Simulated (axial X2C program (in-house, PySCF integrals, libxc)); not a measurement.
# Correcting the dissociation energy of BeCl⁺ for spin–orbit coupling

A spin-free CCSD(T) curve (one-electron X2C) was computed with an in-house relativistic program for diatomic molecules, basis Cl dyall-av3z [9s8p3d2f], Be dyall-cv3z [8s8p3d1f] (cores contracted in-house), for the state M_S = 0, Λ = 0 (closed shell). It gives D0 = 4.394 eV to Cl + Be+, which in a spin-free picture are the weighted means of the ground terms.

Correlated methods: 8 electrons correlated (number of frozen shells: Cl 2 s, 1 p; Be 1 s), 176 virtual spin orbitals or spinors in MP2, 90 natural virtuals in coupled cluster.

Measured levels of the ground terms (NIST Handbook of Basic Atomic Spectroscopic Data), in cm⁻¹: Cl 2P: J = 3/2 at 0, J = 1/2 at 882.4; Be+ 2S: J = 1/2 at 0.

The molecular state has Λ = 0, so it has no first-order lowering.

(1) How far does each ground level lie under the (2J+1)-weighted mean of its term?

(2) Correct D0.

Second-order spin–orbit effects in the molecule, which grow quickly with Z, are left out. The state is one determinant whose occupation by symmetry is held fixed; it was picked as the lowest of a PBE0 search that is not exhaustive. De is counted from the lowest determinant-based energies of the atoms at the same level, without counterpoise correction. CCSD and (T) use frozen natural virtuals with an MP2 correction for the truncation; (T) itself is uncorrected, so its De runs slightly low.

## Answers

(1) Cl: (4 × 0 + 2 × 882.4)/6 = 294 cm⁻¹; Be+: a single level, 0.

(2) D0 = 4.394 + (0 − 294)/8065.5 = 4.358 eV at CCSD(T) with these spin–orbit terms. The direct two-component run gives 4.360 eV; the difference holds second-order terms in the molecule, scalar two-electron terms, the gap between measured and computed atomic splittings (a 2c atom can miss part of its lowering) and, in coupled cluster, the truncation of each run.
